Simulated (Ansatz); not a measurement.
Cost and result up the ladder for Si35H36, a nanocrystal cut from cubic silicon (71 atoms). The state is a singlet with charge 0. Geometry: r2SCAN-D4/def2-SVP.

```xyz
71

Si    1.193    3.506   -0.996
Si   -1.967    3.097    1.119
Si   -2.252    4.255   -2.544
Si   -0.278    1.142   -3.650
Si   -3.437    0.733   -1.533
Si    1.463    2.363    2.645
Si    4.652    2.780    0.523
Si    3.171    0.405   -2.120
Si    3.443   -0.736    1.522
Si   -1.707    1.954    4.788
Si   -3.166   -0.415    2.125
Si    0.265   -1.150    3.650
Si    0.001    0.000    0.001
Si   -1.469   -2.352   -2.648
Si    1.981   -3.089   -1.117
Si   -1.198   -3.501    1.011
Si    1.708   -1.956   -4.786
Si   -4.653   -2.779   -0.527
Si    2.252   -4.256    2.540
Si   -0.957    4.368   -0.584
Si    2.501    3.628    0.955
Si   -0.685    3.216    3.087
Si    1.023    1.266   -1.694
Si   -2.146    0.855    0.429
Si   -2.423    2.012   -3.228
Si   -0.439   -1.099   -4.351
Si   -3.623   -1.509   -2.218
Si    1.295    0.119    1.959
Si    4.473    0.539   -0.165
Si    2.999   -1.833   -2.825
Si    3.273   -2.983    0.846
Si   -1.879   -0.285    4.090
Si   -3.353   -2.654    1.429
Si    0.105   -3.396    2.966
Si   -0.171   -2.240   -0.689
H     1.851    4.297   -2.093
H    -3.350    3.624    1.386
H    -1.604    5.067   -3.627
H    -3.620    4.812   -2.281
H     0.394    1.957   -4.721
H    -4.805    1.285   -1.237
H     2.293    2.417    3.897
H     5.308    3.591   -0.555
H     5.491    2.865    1.764
H     3.806    1.228   -3.206
H     4.256   -0.650    2.784
H    -3.074    2.502    5.076
H    -0.886    2.033    6.041
H    -4.536    0.148    2.383
H     1.107   -1.061    4.893
H    -1.568   -3.792   -3.071
H     1.849   -4.521   -1.555
H    -1.299   -4.928    0.549
H     2.362   -1.158   -5.876
H     1.602   -3.384   -5.236
H    -6.029   -2.246   -0.257
H    -4.771   -4.209   -0.967
H     3.081   -4.197    3.790
H     2.147   -5.688    2.103
H    -0.835    5.795   -0.127
H     2.590    5.061    1.398
H    -0.564    4.653    3.511
H    -3.249    1.914   -4.479
H    -1.284   -1.166   -5.592
H    -4.437   -1.573   -3.480
H     5.838   -0.027   -0.444
H     4.378   -2.375   -3.079
H     4.649   -3.516    0.559
H    -2.532   -1.111    5.162
H    -3.992   -3.459    2.526
H    -0.565   -4.194    4.049
```

Ansatz on 11 threads of AMD EPYC 7R13 on a shared host and a whole NVIDIA H100 80GB HBM3. Times are rough, and most runs start from the orbitals of an earlier one. PBE0-D4/def2-TZVP serves as the yardstick here, not as an exact answer. Differences are given only for rows in sets of like size (and for xTB, whose basis is part of the method), since another set adds its own error. Binding counts from free atoms at the same level (Si triplet, H doublet; other spins of the atoms weren't run), without zero-point energy or a counterpoise term.

B3LYP takes the VWN-RPA correlation. Correlated methods freeze 175 core orbitals. The rows differ in basis, and correlated rows in double-zeta sets carry the largest basis error. Single mean-field runs in 6-31G, def2-SVP, def2-TZVP are fitted with def2-universal-jkfit.

Correlated methods converge slowly with the basis, most of all in double-zeta sets.

```json
{"level": "HF/STO-3G", "functions": "351", "wall time": "4.6 s", "binding energy per atom (eV)": "3.90", "difference from PBE0-D4/def2-TZVP (eV)": "–"}
{"level": "B3LYP-D4/6-31G", "functions": "527", "wall time": "5.5 s", "binding energy per atom (eV)": "3.12", "difference from PBE0-D4/def2-TZVP (eV)": "–"}
{"level": "HF/6-31G", "functions": "527", "wall time": "6.5 s", "binding energy per atom (eV)": "2.07", "difference from PBE0-D4/def2-TZVP (eV)": "–"}
{"level": "PBE-D4/def2-SVP", "functions": "810", "wall time": "7.5 s", "binding energy per atom (eV)": "3.48", "difference from PBE0-D4/def2-TZVP (eV)": "–"}
{"level": "PBE0-D4/def2-SVP", "functions": "810", "wall time": "9 s", "binding energy per atom (eV)": "3.48", "difference from PBE0-D4/def2-TZVP (eV)": "–"}
{"level": "MP2/def2-SVP", "functions": "810", "wall time": "12 s", "binding energy per atom (eV)": "3.20", "difference from PBE0-D4/def2-TZVP (eV)": "–"}
{"level": "PBE-D4/def2-TZVP", "functions": "1511", "wall time": "14 s", "binding energy per atom (eV)": "3.47", "difference from PBE0-D4/def2-TZVP (eV)": "0.00"}
{"level": "PBE0-D4/def2-TZVP", "functions": "1511", "wall time": "16 s", "binding energy per atom (eV)": "3.47", "difference from PBE0-D4/def2-TZVP (eV)": "0.00"}
{"level": "r2SCAN-D4/def2-TZVP (with forces)", "functions": "1511", "wall time": "18 s", "binding energy per atom (eV)": "3.47", "difference from PBE0-D4/def2-TZVP (eV)": "0.00"}
{"level": "HF/def2-TZVP (with forces)", "functions": "1511", "wall time": "20 s", "binding energy per atom (eV)": "2.50", "difference from PBE0-D4/def2-TZVP (eV)": "-0.98"}
```
